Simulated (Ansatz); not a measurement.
Input for Ansatz (an electronic-structure program): R-B3LYP/def2-TZVPP on BrGeH (SMILES [GeH][Br]), atoms moved off the minimum.

Ansatz 0.2 input:
```yaml
crystal:
  periodic: [false, false, false]
  atoms:
    - {symbol: Ge, position_ang: [-0.74457678, -0.60678731, 0.84893273]}
    - {symbol: H, position_ang: [-1.60552787, -1.05487059, -0.25494778]}
    - {symbol: Br, position_ang: [0.65596138, 0.65090235, -0.67534960]}
basis:
  gaussian:
    orbitals: def2-TZVPP
hamiltonian:
  xc: {name: B3LYP}
scf: {lower_state_search: off}
output: {forces: true}
```

Give the final energy of this run.

-4651.8469 hartree.
